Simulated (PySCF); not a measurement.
## Bond length, frequency and bond energy of KIn by level of theory

State: ¹Σ⁺ (singlet), closed shell. Set-up: basis K x2c-SVPall, In x2c-SVPall; spin-free X2C with a Gaussian nucleus; PySCF 2.14. De refers to K + In in their high-spin ground configurations, without counterpoise correction. A positive dipole means K(−)In(+).

```csv
Level,Re (Å),ωe (cm⁻¹),De (eV),μ (D),"CPU s a point (SCF and correlation, without the integrals)"
RHF-MP2,3.794,104,0.330,n/a,0.22
RHF-SCS-MP2,3.818,102,0.351,n/a,n/a
RHF-CCSD,3.827,97.9,0.461,n/a,n/a
RHF-CCSD(T),3.837,94.9,0.53,n/a,2.2
PBE,3.772,96.2,0.71,-2.38,1.8
PW91,3.760,96.9,0.73,-2.56,1
BLYP,3.781,94.2,0.69,-1.88,1
TPSS,3.812,94.6,0.71,-3.29,1.8
r²SCAN,3.783,99.2,0.498,-3.57,1.9
PBE0,3.758,101,0.57,-3.43,2.5
```

The bond length runs from 3.758 Å (PBE0) to 3.837 Å (RHF-CCSD(T)). De spans 0.33 eV (RHF-MP2, perturbation theory) to 0.73 eV (PW91, GGA).

Correlated steps freeze 23 core orbitals. Closed-shell solutions of metal pairs were not tested for spin polarisation, which can lower them a little. Correlated levels converge slowly with the basis: in double zeta they bind strong bonds too weakly, by up to about 1 eV, and carry superposition errors of some tenths. These are scalar-relativistic numbers at best; spin–orbit coupling would shift them, the dissociation energy most. Where the molecule has an RHF reference, its open-shell atoms are computed with UHF.

The whole job (state search and all levels along the bond) took about 4.1 min on 1 thread of Arm Neoverse N1 (shared host), peak memory 0.82 GiB.
